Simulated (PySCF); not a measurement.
**Cost of response and excited-state runs on SMILES F[C@@H]1CC[S@+]1[AlH3-], C$_{3}$H$_{8}$AlFS**

Bonds (- single, = double, # triple, : aromatic): F1-C2 1.343 Å, C2-C3 1.523 Å, C3-C4 1.533 Å, C4-S5 1.843 Å, S5-Al6 2.495 Å, S5-C2 1.863 Å. C2 carries H7; C3 carries H8, H9; C4 carries H10, H11; Al6 carries H12, H13, H14. Formal charges: S5 +1, Al6 -1. Stereochemistry as in F[C@@H]1CC[S@+]1[AlH3-]. H9, H11 are cis to F1 on the ring; H8, H10 are trans to F1 on the ring.

PySCF with density fitting, on 1 thread of an Arm Neoverse V1, shared host. Command: `OMP_NUM_THREADS=1 python excited_run.py task.json out`

(1) How long does this run take, and how much memory?
- circular dichroism and optical rotation, CAM-B3LYP/def2-SVPD; 8 states; writes grids

Results:

(1) 
```
                                    run                level  basis functions  wall time  peak memory (GiB)
circular dichroism and optical rotation  CAM-B3LYP/def2-SVPD              198       69 s               0.96
```
Times from a shared host are rough.
